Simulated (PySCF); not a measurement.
# InP⁺ at UHF-MP2

Computed with UHF-MP2; basis In def2-TZVPPD with ECP28, P def2-TZVPPD; scalar-relativistic core potentials; PySCF 2.14.

```
state                          : ⁴Σ⁻ (quartet), unpaired electrons σ ↑, π ↑↑
bond length                    : 312.7 pm
harmonic wavenumber            : 89.4 cm⁻¹
force constant                 : 0.115 mdyn/Å
rotational constant Be         : 0.07066 cm⁻¹
anharmonicity ωexe             : 0.668 cm⁻¹
vibration–rotation constant αe : 0.000838 cm⁻¹
well depth De to In⁺ + P       : 0.28 eV
dissociation energy D0         : 0.28 eV
```

Correlated steps freeze 9 core orbitals. The bond is weak. Basis-set superposition, not corrected here, can be much of De in a small basis, most of all at correlated wavefunction levels. Spin–orbit coupling is left out, which matters for elements this heavy, above all for dissociation energies. For an ion De counts to the pair picked by the measured ionisation energies or electron affinities, which need not be the lowest pair at this level. The state is the lowest determinant that a PBE0 search found; another state may lie lower at other levels.
